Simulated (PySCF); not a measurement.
1-butanol (C4H10O), SMILES CCCCO. Coordinates come from a B3LYP-D3(BJ)/def2-SVP optimisation. Other conformers were not sampled.

Computed equilibrium geometry at B3LYP-D3(BJ)/def2-SVP (PySCF confirms it by a frequency run) as Cartesian coordinates in Å, and its point group (one conformer of several):
point group Cs.
```xyz
15

C     -0.2936    -2.5154     0.0000
C      0.5268    -1.2265     0.0000
C     -0.3372     0.0342     0.0000
C      0.4705     1.3211     0.0000
O     -0.4255     2.4139     0.0000
H     -0.9445    -2.5726     0.8882
H      0.3518    -3.4079     0.0000
H     -0.9445    -2.5726    -0.8882
H      1.1934    -1.2138    -0.8815
H      1.1934    -1.2138     0.8815
H     -1.0005     0.0413    -0.8827
H     -1.0005     0.0413     0.8827
H      1.1342     1.3381    -0.8905
H      1.1342     1.3381     0.8905
H      0.0881     3.2305     0.0000
```
Charge 0, spin multiplicity 1.
